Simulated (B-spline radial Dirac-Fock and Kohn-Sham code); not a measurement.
In the model described below, an M1 (3s) vacancy in the Eu²⁺ ion, 1s2 2s2 2p6 3s2 3p6 3d10 4s2 4p6 4d10 4f7 5s2 5p6, inside a Watson sphere of charge -2 and radius 3 Å (a model of the Madelung potential; inside it an electron's potential energy is raised by 9.6 eV), lives for 0.044 fs, which corresponds to a natural width of 15.1 eV. Out of 1000 such holes, about 0.79 decay by emitting a photon, 954 by a Coster-Kronig transition that moves the hole within the M shell, and the rest by ordinary Auger emission. The strongest X-ray line is M1-N3 at 1537.1 eV, with 42 % of the radiative rate. The strongest electron group is M1-M3N3 near 20 eV, with 12 % of the non-radiative rate. The Coster-Kronig yields by final subshell (the deeper hole where both stay in the shell) are M2 0.303, M3 0.464, M4 0.077, M5 0.109. Independent-particle models tend to overestimate Coster-Kronig rates.

Input file task.json (cfg lists n, l and occupation; rrms is the nuclear radius in fm):

```json
{"items": [{
  "Z": 63,
  "q": 2,
  "cfg": [[1, 0, 2], [2, 0, 2], [2, 1, 6], [3, 0, 2], [3, 1, 6], [3, 2, 10], [4, 0, 2], [4, 1, 6], [4, 2, 10], [4, 3, 7], [5, 0, 2], [5, 1, 6]],
  "A": 153,
  "rrms": 5.1115,
  "watson": [-2, 3.0],
  "do": ["binding", "quiet", "decay"],
  "holes": ["K", "L1", "L2", "L3", "M1", "M2", "M3", "M4", "M5", "N1", "N2", "N3", "N4", "N5"]
}]}
```

Command: `python xray_run.py task.json out`

Method: independent-particle radiative and Coulomb Auger rates from relativistic LDA hole-state orbitals, with Dirac-Fock energies. Computed with an atomic code on a B-spline grid.
